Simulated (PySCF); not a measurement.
Electron correlation in O²⁺ (oxygen, charge +2)

[He] 2s2 2p2, high-spin 3P determinant. All numbers are calculated (PySCF 2.14, no relativity, point nucleus, in cc-pVTZ (4s3p2d1f, 30 functions)). Frozen: 1s2; 4 electrons correlated.

MP2 pair energies summed by pair of shells (mhartree):

| pair | energy | share (%) |
| --- | --- | --- |
| 2s-2p | -45.31 | 60.6 |
| 2s-2s | -21.90 | 29.3 |
| 2p-2p | -7.57 | 10.1 |

Total MP2 correlation energy: -74.79 mhartree.

Same-spin part -13.03 and opposite-spin part -61.76 mhartree; SCS-MP2 scales them by 1/3 and 6/5 to -78.45 mhartree.

```tsv
level	correlation energy (mhartree)
CCSD	-96.44
(T)	-1.31
CCSD(T)	-97.75
```

Diagnostics: T1 = 0.0047, D1 = 0.0096, largest double amplitude 0.122.

Problem. Is a single reference adequate?

Solution. Mostly. T1 lies below 0.03, but a double amplitude of this size points to a near-degeneracy that CCSD handles and MP2 describes poorly.
